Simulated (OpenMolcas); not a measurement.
# Worked example: vertical energy of the triplet above the singlet of BBrF2 (SMILES FB(F)Br)

The species is BBrF2 (4 atoms), meant as a singlet with charge 0. SMILES: `FB(F)Br`. The coordinates come from a PBE0-D4/def2-TZVP relaxation.

Both states at this one shape; open shells run unrestricted unless said. 1 Eh = 27.2114 eV.

```
             level     program  singlet BBrF2 (Eh)  triplet BBrF2 (Eh)
 B3LYP/aug-cc-pVDZ  OpenMolcas        -2798.871788        -2798.610764
M06-2X/aug-cc-pVDZ  OpenMolcas        -2798.822046        -2798.555981
```

**Question.** Work out the vertical gap, second state less first, at each level.

**Answer.** 
1. B3LYP/aug-cc-pVDZ: -2798.610764 − (-2798.871788) = 0.261024 Eh = 7.10 eV.
2. M06-2X/aug-cc-pVDZ: -2798.555981 − (-2798.822046) = 0.266065 Eh = 7.24 eV.

No measured value is set beside it here; the levels span 7.10 to 7.24 eV. Spin-orbit coupling, which splits open shells on such heavy atoms by tenths of an eV, is left out. All-electron rows are non-relativistic unless named.
